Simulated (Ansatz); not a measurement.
C2H9FGaP (`[CH3][Ga-]([CH3])([F])[PH3+]`). Charge 0, multiplicity 1. The structure was optimised at the PBE0-D4/def2-TZVP level. It is one conformer, not always the lowest.

```xyz
14

C    -1.614   -1.054    0.835
Ga   -0.609    0.414   -0.007
C     0.383    1.897    0.825
F    -1.224    0.826   -1.647
P     1.347   -0.919   -1.206
H    -2.511   -0.660    1.322
H    -1.933   -1.783    0.088
H    -1.021   -1.566    1.596
H     0.936    2.462    0.072
H     1.085    1.540    1.582
H    -0.313    2.583    1.313
H     2.702   -0.531   -1.122
H     1.224   -0.902   -2.609
H     1.549   -2.308   -1.043
```

(1) What is the dipole moment at PBE/def2-TZVPP? (Estimate.)

(2) And with r2SCAN, B3LYP, ωB97M-V? (Best estimate.)

(3) Give the Mulliken charges with PBE, B3LYP, ωB97M-V in def2-TZVPP. (Estimate.)

Results:

(1) Ansatz gave: 3.98 D, with components (3.24, -2.20, 0.68) D in this frame, pointing from negative to positive charge.

(2) Ansatz gave: r2SCAN 4.11 D, B3LYP 4.08 D, ωB97M-V 4.05 D.

(3) The calculation gave: 
| atom | PBE | B3LYP | ωB97M-V |
| --- | --- | --- | --- |
| C1 | -0.41 | -0.42 | -0.51 |
| Ga2 | 0.49 | 0.58 | 0.58 |
| C3 | -0.41 | -0.42 | -0.51 |
| F4 | -0.40 | -0.45 | -0.44 |
| P5 | -0.06 | -0.04 | -0.10 |
| H6 | 0.10 | 0.09 | 0.12 |
| H7 | 0.09 | 0.09 | 0.12 |
| H8 | 0.09 | 0.09 | 0.11 |
| H9 | 0.09 | 0.09 | 0.12 |
| H10 | 0.09 | 0.09 | 0.11 |
| H11 | 0.10 | 0.09 | 0.12 |
| H12 | 0.07 | 0.06 | 0.09 |
| H13 | 0.09 | 0.08 | 0.11 |
| H14 | 0.07 | 0.06 | 0.09 |

B3LYP here is the variant with VWN-RPA as its local correlation; programs differ in this.
